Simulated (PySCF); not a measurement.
C3H3ClF2, SMILES F[C@@H]1C[C@@]1(F)Cl. The structure is a stationary point at PBE-D3(BJ)/def2-SVP. The structure was generated by enumeration; whether it is a known compound was not checked.

All values below come from PBE-D3(BJ)/def2-SVP in PySCF.

Harmonic wavenumbers (cm⁻¹): 174, 210, 292, 376, 433, 517, 662, 776, 838, 921, 972, 1026, 1061, 1113, 1165, 1274, 1324, 1431, 3070, 3089, 3178. Rotational constants (GHz): 5.136, 1.958, 1.779; symmetry number 1.

Work out the zero-point energy and the ideal-gas rigid-rotor harmonic-oscillator thermochemistry at 298.15 K and 1 atm.

ZPE = ½ Σ hcν = ½ × 23903 cm⁻¹ = 142.97 kJ/mol. H − E(el) = 160.52 kJ/mol. Entropy in J/(mol K): translation 167.65, rotation 114.17, vibration 40.77, total 322.59. G − E(el) = 64.34 kJ/mol. Cp = 92.43 J/(mol K).
